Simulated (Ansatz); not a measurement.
Basis sets compared for W(NH)2Cl2 (WN₂Cl₂H₂). The state is a singlet with charge 0. Geometry PBE-D4/def2-SVP. Ansatz on 4 threads of Arm Neoverse V2 on a shared host; times are rough, and most runs start from earlier orbitals.

```tsv
atom	x (Å)	y (Å)	z (Å)
W1	-0.0766	0.4507	0.1863
N2	0.5335	-0.9275	1.0887
H3	0.8308	-1.9018	1.2009
N4	-0.3723	-0.0196	-1.4801
H5	-0.3922	-0.6760	-2.2669
Cl6	1.5855	2.0465	0.1644
Cl7	-2.1087	1.0276	1.1067
```

In the def2 sets W takes a core potential; there is no spin–orbit coupling.

```
                         level  functions  energy (Eh)  HOMO (eV)  LUMO (eV)  wall time
               PBE-D4/def2-SVP        106   -1097.5521      -6.82      -2.98      1.1 s
PBE-D4/def2-TZVP (with forces)        188   -1098.0159      -6.91      -3.19      2.3 s
           r2SCAN-D4/def2-TZVP        188   -1098.3809      -7.23      -3.14      4.4 s
              PBE0-D4/def2-SVP        106   -1097.5513      -8.22      -2.32      1.6 s
             PBE0-D4/def2-TZVP        188   -1098.0144      -8.24      -2.48        3 s
```

**Question.** Estimate the rows for PBE-D4/def2-TZVPD, r2SCAN-D4/def2-TZVPD, PBE0-D4/def2-TZVPD.

**Answer.** 
| level | functions | energy (Eh) | HOMO (eV) | LUMO (eV) | wall time |
| --- | --- | --- | --- | --- | --- |
| PBE-D4/def2-TZVPD | 227 | -1098.0184 | -6.97 | -3.28 | 2.8 s |
| r2SCAN-D4/def2-TZVPD | 227 | -1098.3825 | -7.25 | -3.19 | 6.5 s |
| PBE0-D4/def2-TZVPD | 227 | -1098.0164 | -8.28 | -2.55 | 4.1 s |
